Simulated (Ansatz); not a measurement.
One change: `CCCBO` becomes `OBCCCl`.

Ansatz, PBE0-D4/def2-TZVP geometries, multiplicity 1. Each molecule was computed in one conformer, which needn't be the lowest.

```tsv
property	`CCCBO`
size of the dipole moment (ωB97M-V/def2-TZVPP) / D	1.95
LUMO energy (PBE0/def2-TZVPP) / eV	0.28
LUMO energy (B3LYP/def2-TZVPP) / eV	0.03
LUMO energy (PBE/def2-TZVPP) / eV	-0.74
HOMO energy (PBE0/def2-TZVPP) / eV	-8.28
HOMO–LUMO gap (PBE/def2-TZVPP) / eV	6.12
```

What does the change do to each property? (An estimate is asked.)

Computed: 
```
                                          property  `OBCCCl`  shift
size of the dipole moment (ωB97M-V/def2-TZVPP) / D      2.15   0.20
                LUMO energy (PBE0/def2-TZVPP) / eV     -0.06  -0.34
               LUMO energy (B3LYP/def2-TZVPP) / eV     -0.30  -0.33
                 LUMO energy (PBE/def2-TZVPP) / eV     -1.09  -0.35
                HOMO energy (PBE0/def2-TZVPP) / eV     -8.20   0.08
               HOMO–LUMO gap (PBE/def2-TZVPP) / eV      5.70  -0.42
```

With PBE0 the HOMO rises by 0.08 eV and the LUMO falls by 0.34 eV, so the gap narrows by about 0.42 eV. PBE moves the HOMO by 0.07 eV and ωB97M-V by 0.09 eV. Dipoles are sizes alone; their direction can turn.

B3LYP here is the variant with VWN-RPA as its local correlation; programs differ in this.
